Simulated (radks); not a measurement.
Numerical settings for the manganese ion Mn+, [Ar] 3d5 4s1. All-electron calculation, non-relativistic Kohn-Sham, TPSS, spin-unpolarised, spherical densities, point nucleus; meta-GGA in the generalised Kohn-Sham scheme. Program: a radial shooting solver on a logarithmic mesh with Libxc functionals. The defaults (mesh step 0.008 in ln r, mesh end at 40 bohr or more with all orbitals vanishing there, Anderson mixing 0.5 over 9 steps, residual threshold near 1e-9 with the energy settled to 1e-9 hartree or 1e-11 of itself, here a cap of 59 iterations) give E = -1150.502 hartree and 4s at -11.493 eV in 13 iterations. Run on one thread of a shared host, so times are rough (Intel(R) Xeon(R) Platinum 8559C): 0.08 s of CPU time, 0.08 s wall, 13 iterations on 2546 mesh points. Changes against that run (0 stands for a change within the tolerance of the run):

setting                     iterations         converged  E (mhartree)  e(4s) (meV)  CPU (s)
mesh step in ln r 0.08               4                no      diverged            -     0.01
mesh step in ln r 0.03              13               yes             0            0     0.03
mesh step in ln r 0.05              13               yes       +0.0156      +0.0207     0.02
mesh end (bohr) 1                    9  level above zero      +9.5e+04    +8.94e+05     0.04
mesh end (bohr) 20                  13               yes             0            0     0.08
residual threshold 1e-16            59                no             0            0     0.22
residual threshold 1e-13            59                no             0            0     0.23
mixing 2.5                          15               yes             0            0     0.09
linear mixing, mixing 0.8           59                no     +1.48e+03    -7.17e+03     0.44
linear mixing, mixing 0.05          59                no        +0.194         -289      0.3
mixing history 2                    17               yes             0            0     0.09
iteration cap 5                      5                no         +3.05         +260     0.04

Settled on a wrong energy, with an occupied level pushed above zero by the early mesh end: mesh end (bohr) 1 (+95 hartree). Apart from these: no run marked as converged misses the energy by more than 1 mhartree. A mesh that ends early acts as a hard wall.
